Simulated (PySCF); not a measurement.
**Ni²⁺: ionisation energy**

Ni²⁺ [Ar] 3d8 (3F) → Ni³⁺ [Ar] 3d7 (4F), as a difference of total energies. Calculation: PySCF 2.14, in x2c-TZVPall; scalar relativity by spin-free X2C-1e. Correlated levels: valence: [Ar] frozen. The calculations carry no spin-orbit coupling.

Question: Order these methods by the ionisation energy they give, lowest first.
A. MP2 (valence)
B. M06-2X
C. SCS-MP2 (valence)
D. PBE

Answer: C (34.455 eV), A (34.536 eV), B (34.969 eV), D (35.813 eV).

The reference lies between the lowest fine-structure levels, while these numbers refer to the centres of the terms.

Errors of the correlated levels include the incompleteness of this basis and the frozen core.

For comparison: 35.187 ± 0.019 eV (measured; NIST Atomic Spectra Database, ionization energies).
